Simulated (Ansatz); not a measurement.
The cluster V₃O₂⁺, relaxed as a singlet with RKS PBE-D4/def2-SVP in Ansatz, starting from the GFN2-xTB geometry. Force threshold 0.02 eV/Å.

The restricted singlet is unstable towards broken spin symmetry at other levels; at PBE-D4/def2-SVP this wasn't settled. The relaxation made no stability test and no search for a lower SCF solution. No other spin state of charge 1 was run. The structure comes from a short search, and lower isomers may exist.

Start:

```xyz
5

V    -0.169    0.544   -0.701
V    -1.088   -0.246    1.252
V     0.993   -1.258    1.138
O     1.287   -0.538   -0.205
O    -1.024    1.499   -1.483
```

Task: Estimate the energy that the relaxation releases and the steps that it takes.

Result: 3.53 eV, in 23 steps; 38 s on 4 threads of Arm Neoverse V2 on a shared host. No frequencies were taken in this run, so the end may be a saddle point.

Task: Does the start keep its bonding?

Result: Bonds formed: V2–O5 (atoms count from 1).

Task: Predict the relaxed structure.

Result: 
Cartesian coordinates in Å:
```
V 0.412 1.002 -0.324
V -1.076 0.073 0.934
V 0.426 -1.213 0.831
O 1.338 -0.495 -0.494
O -1.100 0.633 -0.946
```
Bond lengths (bridged metal pairs left out): 4 × O–V 1.68 to 1.96 Å; 1 × V–V 1.98 Å.
